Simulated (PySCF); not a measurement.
**Ni: interval between two levels**

Ni [Ar] 3d8 4s2 [3F4, M_J = 4] → Ni [Ar] 3d7 4s2 5s1 [5F5, M_J = 5], as a difference of total energies. Computed with PySCF 2.14 in x2c-SVPall-2c with one added diffuse shell each of s, d type (6s5p4d1f, 48 functions), with the two-component X2C-1e Hamiltonian. Correlated levels: [Ne] frozen; the 6 highest virtual spinors dropped. "Screened" scales the spin-orbit matrix elements by Boettger's factors to mimic the two-electron term; Breit and QED terms are absent.

```json
{"method": "GHF (spin-free)", "interval between two levels (cm⁻¹)": "74995"}
{"method": "GMP2 (spin-free)", "interval between two levels (cm⁻¹)": "90159"}
{"method": "GHF (screened spin-orbit)", "interval between two levels (cm⁻¹)": "74854"}
{"method": "GMP2 (screened spin-orbit)", "interval between two levels (cm⁻¹)": "90015"}
```

The labels give the starting determinants; with spin-orbit coupling the two ends relaxed to ⟨J²⟩ = 20.01, ⟨L²⟩ = 12.01, ⟨S²⟩ = 2.00 and ⟨J²⟩ = 30.01, ⟨L²⟩ = 12.03, ⟨S²⟩ = 5.99.
